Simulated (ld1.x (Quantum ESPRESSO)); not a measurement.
## lead (Pb): PAW pseudisation with PBEsol, scalar-relativistic reference atom.

Input for ld1.x (Quantum ESPRESSO) 7.5:

```
&input
   title='Pb', zed=82., rel=1, dft='PBESOL', iswitch=3,
   config='[Xe] 4f14 5d10 5f-2 6s2 6p1',
   nld=4, rlderiv=2.90, eminld=-4.0, emaxld=5.0, deld=0.02
 /
 &inputp
   pseudotype=3, lpaw=.true., tm=.true., lloc=-1, rcloc=1.75,
   nlcc=.true., new_core_ps=.true.,
   which_augfun='BESSEL', rmatch_augfun=1.85,
   file_pseudopw='Pb.UPF', file_wfcaegen='ae.wfc', file_wfcncgen='nc.wfc', file_beta='beta', file_chi='chi', file_wfcusgen='us.wfc'
 /
8
6S  1  0   2.00   0.00  2.10  2.25  0.0
6S  1  0   0.00   2.00  2.10  2.25  0.0
6P  2  1   1.00   0.00  2.25  2.55  0.0
6P  2  1   0.00   1.15  2.25  2.55  0.0
5D  3  2  10.00   0.00  1.75  1.95  0.0
5D  3  2   0.00  -1.20  1.75  1.95  0.0
5F  4  3  -2.00  -0.10  2.40  2.65  0.0
5F  4  3  -2.00   1.25  2.40  2.65  0.0
 &test
   configts(1)='5d10 6s2 6p1'
 /
```

Command:

```bash
ld1.x < Pb.in > Pb.out
```

The program printed (shortened: banner, matrices, multipoles, cross overlaps and the repeated all-electron block are left out):

```
Program LD1 v.7.5
     --------------------------- All-electron run ----------------------------

     Pb
     scalar relativistic calculation

     atomic number is 82.00
     dft =PBESOL   lsd =0 sic =0 latt =0  beta=0.20 tr2=1.0E-14
     Exchange-correlation= PBESOL
                           (   1   4  10   8   0   0   0)
     mesh =1281 r(mesh) =  98.81810 a.u. xmin = -7.00 dx = 0.01250
     1 Ry =  13.60569312 eV, c = 137.03599908

     n l     nl                  e(Ry)          e(Ha)          e(eV)
     1 0     1S 1( 2.00)     -6476.4108     -3238.2054    -88116.0576
     2 0     2S 1( 2.00)     -1158.8597      -579.4298    -15767.0892
     2 1     2P 1( 6.00)      -994.0478      -497.0239    -13524.7092
     3 0     3S 1( 2.00)      -278.6046      -139.3023     -3790.6081
     3 1     3P 1( 6.00)      -231.3616      -115.6808     -3147.8351
     4 0     4S 1( 2.00)       -63.4896       -31.7448      -863.8197
     4 1     4P 1( 6.00)       -48.0097       -24.0049      -653.2058
     3 2     3D 1(10.00)      -183.2053       -91.6026     -2492.6344
     5 0     5S 1( 2.00)       -11.1657        -5.5828      -151.9169
     5 1     5P 1( 6.00)        -6.8753        -3.4376       -93.5431
     4 2     4D 1(10.00)       -30.1083       -15.0541      -409.6443
     4 3     4F 1(14.00)       -10.3391        -5.1696      -140.6712
     5 2     5D 1(10.00)        -2.1214        -1.0607       -28.8627
     6 0     6S 1( 2.00)        -1.4192        -0.7096       -19.3096
     6 1     6P 1( 1.00)        -0.7259        -0.3629        -9.8763

     final scf error:  2.3E-15 reached in  23 iterations

     Etot =  -41752.157179 Ry,  -20876.078589 Ha, -568067.037800 eV

     Ekin =   47204.736521 Ry,   23602.368261 Ha,  642253.159058 eV
     Encl = -104227.969394 Ry,  -52113.984697 Ha,-1418093.766406 eV
     Eh   =   16032.314218 Ry,    8016.157109 Ha,  218130.747303 eV
     Exc  =    -761.238524 Ry,    -380.619262 Ha,  -10357.177755 eV

     normalization and overlap integrals

     s(1S/1S) =  1.000000  <r> =   0.0160  <r2> =    0.0004  r(max) =   0.0099
     s(2S/2S) =  1.000000  <r> =   0.0676  <r2> =    0.0054  r(max) =   0.0575
     s(2P/2P) =  1.000000  <r> =   0.0614  <r2> =    0.0046  r(max) =   0.0476
     s(3S/3S) =  1.000000  <r> =   0.1746  <r2> =    0.0349  r(max) =   0.1622
     s(3P/3P) =  1.000000  <r> =   0.1765  <r2> =    0.0361  r(max) =   0.1622
     s(4S/4S) =  1.000000  <r> =   0.3843  <r2> =    0.1666  r(max) =   0.3609
     s(4P/4P) =  1.000000  <r> =   0.4101  <r2> =    0.1911  r(max) =   0.3842
     s(3D/3D) =  1.000000  <r> =   0.1600  <r2> =    0.0299  r(max) =   0.1311
     s(5S/5S) =  1.000000  <r> =   0.8531  <r2> =    0.8156  r(max) =   0.7932
     s(5P/5P) =  1.000000  <r> =   0.9769  <r2> =    1.0766  r(max) =   0.8766
     s(4D/4D) =  1.000000  <r> =   0.4311  <r2> =    0.2145  r(max) =   0.3890
     s(4F/4F) =  1.000000  <r> =   0.4539  <r2> =    0.2467  r(max) =   0.3476
     s(5D/5D) =  1.000000  <r> =   1.3009  <r2> =    1.9694  r(max) =   1.0707
     s(6S/6S) =  1.000000  <r> =   2.2405  <r2> =    5.6639  r(max) =   1.9509
     s(6P/6P) =  1.000000  <r> =   2.9930  <r2> =   10.2124  r(max) =   2.5050

     ------------------------ End of All-electron run ------------------------

     --------------------- Generating PAW atomic setup --------------------

      Generating local potential from pseudized AE potential:
      Matching radius rcloc =   1.7500

      Local pseudo, rcloc= 1.765 Estimated cut-off energy=     7.86 Ry

      Computing core charge for nlcc:

       r > 0.89 : true rho core
      Core charge pseudized with two Bessel functions
      Integrated core pseudo-charge :  20.82
      Wfc-us  6S rcutus= 2.267  Estimated cut-off energy=     9.22 Ry
      Wfc-us  6S rcutus= 2.267  Estimated cut-off energy=    17.41 Ry
      Wfc-us  6P rcutus= 2.568  Estimated cut-off energy=    11.40 Ry
      Wfc-us  6P rcutus= 2.568  Estimated cut-off energy=    16.02 Ry
      Wfc-us  5D rcutus= 1.951  Estimated cut-off energy=    31.53 Ry
      Wfc-us  5D rcutus= 1.951  Estimated cut-off energy=    44.80 Ry
      Wfc-us  5F rcutus= 2.633  Estimated cut-off energy=    20.67 Ry
      Wfc-us  5F rcutus= 2.633  Estimated cut-off energy=    23.00 Ry

     Required augmentation: BESSEL   radius:    1.850000
     Suggested rho cutoff for augmentation:  44.89 Ry

     Estimated PAW energy = -858.657516 Ryd

     ------------------- End of pseudopotential generation -------------------

     Computing logarithmic derivative in   2.89229
     Computing logarithmic derivative in   2.89229
     Computing the partial wave expansion
     R is outside the sphere for l=    0 j= 0.00
     R is outside the sphere for l=    0 j= 0.00
     R is outside the sphere for l=    1 j= 0.00
     R is outside the sphere for l=    1 j= 0.00
     R is outside the sphere for l=    2 j= 0.00
     R is outside the sphere for l=    2 j= 0.00
     R is outside the sphere for l=    3 j= 0.00
     R is outside the sphere for l=    3 j= 0.00

     ---------------------- Testing the pseudopotential ----------------------

     Pb
     scalar relativistic calculation

     atomic number is 82.00   valence charge is 14.00
     dft = SLA  PW   PSX  PSC   lsd =0 sic =0 latt =0  beta=0.20 tr2=1.0E-14
     mesh =1281 r(mesh) =  98.81810 xmin = -7.00 dx = 0.01250

     n l     nl             e AE (Ry)        e PS (Ry)    De AE-PS (Ry)
     3 2     5D   1(10.00)       -2.12137       -2.12137        0.00000
     1 0     6S   1( 2.00)       -1.41923       -1.41923        0.00000
     2 1     6P   1( 1.00)       -0.72590       -0.72590        0.00000

     eps = 2.3E-16  iter =  4

     Etot =  -41752.157179 Ry,  -20876.078589 Ha, -568067.037800 eV
     Etotps =  -858.657521 Ry,    -429.328760 Ha,  -11682.630727 eV

     Ekin =     259.822997 Ry,     129.911498 Ha,    3535.071961 eV
     Encl =    -456.647292 Ry,    -228.323646 Ha,   -6213.002924 eV
     Ehrt =      99.405285 Ry,      49.702643 Ha,    1352.477804 eV
     Ecxc =    -761.238510 Ry,    -380.619255 Ha,  -10357.177567 eV
     (Ecc =     -55.101987 Ry,     -27.550994 Ha,    -749.700732 eV)

     ---------------------- End of pseudopotential test ----------------------
```

Note: ghost state, extra bound levels that the all-electron valence spectrum of the same l lacks: s at -37.4 eV. A true bound ghost makes a file unfit for plane-wave use.

Generation and configuration tests took about 4.5 s on one core of a shared server CPU.
